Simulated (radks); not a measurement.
Initial-state core-level shifts of the iridium ion Ir2+ when its valence configuration changes from [Xe] 4f14 5d7. Calculated with a radial shooting solver on a logarithmic mesh with Libxc functionals: Dirac Kohn-Sham, PBE, spin-unpolarised, spherical densities, finite nucleus; open shells are shared between the two j in proportion to 2j + 1; Fermi nuclear charge, rms radius 5.4032 fm. Shifts are changes of the shell-averaged eigenvalues in eV (positive: less bound); the change of the density at the nucleus, which sets a Mossbauer isomer shift, is in e/bohr^3, on a base of 1.821e+06.

valence                2s       3p       3d       4d  density at nucleus
4f13.5 5d7.5       -6.187   -7.056   -6.985   -5.716               +61.3
4f13 5d8          -12.513  -14.282  -14.138  -11.507              +124.4
4f13 5d7 6s1      -16.372  -18.084  -17.958  -15.274              +307.0
4f14 5d6.5 6s0.5   -1.806   -1.781   -1.789   -1.771               +85.2
4f13 5d7 6p1      -17.914  -19.635  -19.507  -16.826              +140.7
4f14 5d6 6p1       -5.207   -5.160   -5.175   -5.138               +15.7
4f12.5 5d7.5 6p1  -24.473  -27.123  -26.922  -22.777              +205.8
4f13 5d7.5 6p0.5  -15.188  -16.936  -16.799  -14.146              +131.9
4f13 5d6.5 6s1.5  -18.388  -20.065  -19.949  -17.232              +407.8
